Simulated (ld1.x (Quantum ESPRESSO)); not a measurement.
**europium, TM: configuration errors across variants**

```json
{"Element": "Eu (Z = 63)", "Generator": "ld1.x (Quantum ESPRESSO) 7.5", "Type": "norm-conserving Troullier–Martins (Kleinman–Bylander form)", "Functional": "LDA (PZ)", "Relativity": "fully relativistic", "Frozen core": "[Xe] 4f6", "Valence charge": "3", "Reference configuration": "5d1 6s1 6p0 (charge +1)", "Partial waves": "6s (bound): rc 3.00 bohr; 5d (bound): rc 2.40 bohr; 5f channel at -0.1 Ry: rc 3.75 bohr; 6p (bound, empty): rc 3.70 bohr", "Local potential": "the p channel", "Core correction": "none"}
```

Open shells are filled in proportion to 2j + 1 (rel_dist='average').

All-electron excitation energies from the reference (eV): (1) 5d1 6s2 6p0 -6.759; (2) 5d1 6s0 6p0 12.208; (3) 5d1 6s1.5 6p0 -4.032; (4) 5d1 6s0 6p2 -0.842; (5) 5d1.5 6s1.5 6p0 -5.999; (6) 5d1 6s1 6p1 -3.885; (7) 5d0 6s2 6p1 -4.744.

A true bound ghost makes a file unfit for plane-wave use even where its test errors are small: the radial tests pick states by their node count and pass the ghost by.

Errors AE − PS in meV (a dash: test not solved or not reliable):

```csv
change,(1),(2),(3),(4),(5),(6),(7),bound ghosts
base,+25,+69,+7.7,-14,+19,-2.3,+181,none
wave 6p (bound): rc 3.70 bohr becomes 6p (bound): rc 2.46 bohr,+22,–,+7.2,–,+19,–,–,"s, p3/2 (extra level of the local part), p1/2 (extra level of the local part)"
wave 6p (bound): rc 3.70 bohr becomes 6p (bound): rc 2.76 bohr,+21,+74,+6.9,-49,+17,-18,+168,"s, p1/2 (extra level of the local part), p3/2 (extra level of the local part)"
wave 6p (bound): rc 3.70 bohr becomes 6p (bound): rc 3.20 bohr,+14,+71,+4.9,-31,+6.7,-13,+163,s
wave 6p (bound): rc 3.70 bohr becomes 6p (bound): rc 3.64 bohr,+27,+69,+8.4,-15,+22,-2.8,+179,none
wave 6p (bound): rc 3.70 bohr becomes 6p (bound): rc 4.20 bohr,+22,+69,+6.9,-12,+15,-1.3,+183,none
wave 6p (bound): rc 3.70 bohr becomes 6p (bound): rc 4.54 bohr,+22,+69,+7.1,-12,+16,-1.2,+183,none
wave 6p (bound): rc 3.70 bohr becomes 6p (bound): rc 5.60 bohr,+31,+68,+9.4,-7.9,+27,-1.3,+181,none
```

Q: Give the same row for: wave 6p (bound): rc 3.70 bohr becomes 6p (bound): rc 5.10 bohr.

A: +26, +68, +8.1, -9.4, +21, -1.1, –; bound ghosts: none.
